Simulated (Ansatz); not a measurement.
`N=C(O)[SiH3]` + H₂ → `N=C[SiH3]` + H₂O at 600 K and 1 bar (hydrogenolysis of a C–O bond).

Calculated with Ansatz (gas phase, PBE0-D4/def2-TZVP geometries, no zero-point term in ΔE). CBS: MP2 limit from def2 TZ/QZ plus the TZ coupled-cluster correction, frozen cores. This one scheme is used for every species. One conformer a species, not always the lowest.

```tsv
species	CCSD(T)/CBS energy (Eh)	H − E (kJ/mol)	S (J/(mol·K))
`N=C(O)[SiH3]`	-459.99321	211.6	385.0
H₂	-1.17544	43.9	150.8
`N=C[SiH3]`	-384.79808	188.8	351.8
H₂O	-76.37941	76.8	212.8
```

H − E and S are ideal-gas, rigid-rotor, harmonic terms from PBE0-D4/def2-TZVP, for one conformer and one mirror image of each species. The MP2-based limit puts H₂ 0.8 mEh under its directly extrapolated value; such offsets cancel only in part. 1 Eh = 2625.50 kJ/mol, R = 8.31446 J/(mol·K).

Q: By hand: ΔE, ΔH, ΔS and ΔG.

A: ΔE = (-384.79808) + (-76.37941) − (-459.99321) − (-1.17544) = -0.00884 Eh = -23.2 kJ/mol. Δ(H − E) = 188.8 + 76.8 − 211.6 − 43.9 = 10.1, so ΔH = -13.1 kJ/mol. ΔS = 351.8 + 212.8 − 385.0 − 150.8 = 28.8 J/(mol·K). ΔG = -13.1 − 600 × (28.8)/1000 = -30.4 kJ/mol.

Q: By hand: the equilibrium constant, and the temperature at which ΔG would vanish if ΔH and ΔS stayed fixed.

A: log₁₀ K = −ΔG/(RT ln 10) = 2.6. ΔH and −TΔS have one sign here, so there is no such temperature.

TΔS isn't small against ΔH here. A doubt of 5 kJ/mol in ΔE shifts log₁₀ K by 0.4 here. Other conformers and mirror images would add mixing entropy, several J/(mol·K) or more a flexible species. These are equilibria of isolated gas molecules and say nothing of rates. Largest T1 diagnostic: 0.014 (customary marks: 0.02 for closed shells, 0.045 for open ones).
